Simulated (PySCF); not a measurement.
# Spinor energies of Sm⁵³⁺ (samarium, charge +53)

Start: [He] 2s2 2p5; 2p1/2 filled at m_j = -1/2, +1/2; 2p3/2 filled at m_j = -1/2, +1/2, +3/2. Calculated with PySCF 2.14 in an even-tempered Gaussian basis (17 s from 33 bohr⁻², ratio 2.4; 13 p from 43 bohr⁻², ratio 2.4; 5 d from 150 bohr⁻², ratio 2.6; 4 f from 230 bohr⁻², ratio 2.6): generalised Hartree-Fock with the X2C-1e Hamiltonian and a Gaussian nucleus; one run each with spin-orbit coupling (SO) switched off, then screened by Boettger's factors.

```tsv
spinor shell	electrons	ε, spin-free (eV)	ε, screened SO (eV)	weight of nominal j (screened SO)	rms radius, screened SO (bohr)
1s1/2	2	-51415.0	-51401.3	1.000	0.0259
2s1/2	2	-11749.0	-11745.1	1.000	0.102
2p1/2	2	-10976.6	-11418.1	1.000	0.0873
2p3/2	3	-10976.6	-10783.2	1.000	0.0929
```

```tsv
quantity	spin-free	screened SO
E (hartree)	-7107.74258	-7119.51130
M_J	3/2	3/2
⟨J²⟩	3.750	3.750
⟨L²⟩	2.000	2.011
⟨S²⟩	0.750	0.761
```

Each row is a mean over spinors that exchange with the open shell spreads, by up to 52.049 eV (2s1/2).

Breit and QED terms are absent; they matter most for the inner s and p1/2 levels.

Densities and radii are taken from the X2C orbitals without a picture-change correction, which distorts them close to the nucleus.

Without spin-orbit coupling the j labels of p, d and f shells carry no meaning; the spin-free column gives the mean over the occupied spinors of each nl shell.
